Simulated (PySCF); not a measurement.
Ligands exchanged one at a time, Ga Cl-SiH3. Isolated molecules, 0 K electronic values unless said otherwise. Strings in code marks are SMILES.

Calculation: ωB97X-D3(BJ)/def2-TZVP run with PySCF. Excitations are Tamm–Dancoff values on a coarser integration grid. The basis has no diffuse functions, so Rydberg states are missing or too high.

```json
[
 {"species": "0 of 3 Cl replaced by SiH3 (`[Cl][Ga]([Cl])[Cl]`)", "LUMO (eV)": "–", "S1 excitation (TDA) (eV)": "6.80", "S1–T1 gap (TDA) (eV)": "0.42", "S1 oscillator strength": "0.000"},
 {"species": "1 of 3 Cl replaced by SiH3 (`[SiH3][Ga]([Cl])[Cl]`)", "LUMO (eV)": "…", "S1 excitation (TDA) (eV)": "5.52", "S1–T1 gap (TDA) (eV)": "0.72", "S1 oscillator strength": "0.025"},
 {"species": "2 of 3 Cl replaced by SiH3 (`[Ga]([SiH3])([SiH3])[Cl]`)", "LUMO (eV)": "-0.48", "S1 excitation (TDA) (eV)": "…", "S1–T1 gap (TDA) (eV)": "0.53", "S1 oscillator strength": "0.000"},
 {"species": "3 of 3 Cl replaced by SiH3", "LUMO (eV)": "-0.72", "S1 excitation (TDA) (eV)": "…", "S1–T1 gap (TDA) (eV)": "0.52", "S1 oscillator strength": "0.000"}
]
```

Q: Complete the blanks.

A: 
- 1 of 3 Cl replaced by SiH3 (`[SiH3][Ga]([Cl])[Cl]`), LUMO (eV): -0.12
- 2 of 3 Cl replaced by SiH3 (`[Ga]([SiH3])([SiH3])[Cl]`), S1 excitation (TDA) (eV): 3.94
- 3 of 3 Cl replaced by SiH3, S1 excitation (TDA) (eV): 3.61
